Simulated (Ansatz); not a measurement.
Two isomers of C3H10BN: A = `BCC(C)N`, B = `CC(C)BN`.

Program: Ansatz. Geometries: PBE0-D4/def2-TZVP. ΔE: electronic, gas phase. CBS: MP2 limit from def2 TZ/QZ plus the TZ coupled-cluster correction, frozen cores. DFT in def2-TZVPP. B3LYP here is the variant with VWN-RPA as its local correlation; programs differ in this. Each species was taken in one conformer, which may not be the lowest.

Problem. Which isomer does CCSD(T)/CBS put lower? Give the gap. (Best estimate.)

Solution. Ansatz gave: B, by 200.1 kJ/mol.

Problem. Give E(B) − E(A) in kJ/mol with B2PLYP, r2SCAN-D4, B3LYP, PBE0-D4, B3LYP-D4, ωB97M-V, MP2/def2-TZVPP. (An estimate is asked.)

Solution. The calculation gave: B2PLYP -204.7, r2SCAN-D4 -203.7, B3LYP -204.7, PBE0-D4 -202.1, B3LYP-D4 -203.4, ωB97M-V -201.0, MP2/def2-TZVPP -204.9. None reverses the order clearly.

Largest T1 diagnostic: 0.010.

In def2-TZVPP, CCSD(T) changes the Hartree–Fock value by −7.5 kJ/mol (the triples alone add −1.2 kJ/mol) and MP2 by −11.4 kJ/mol.
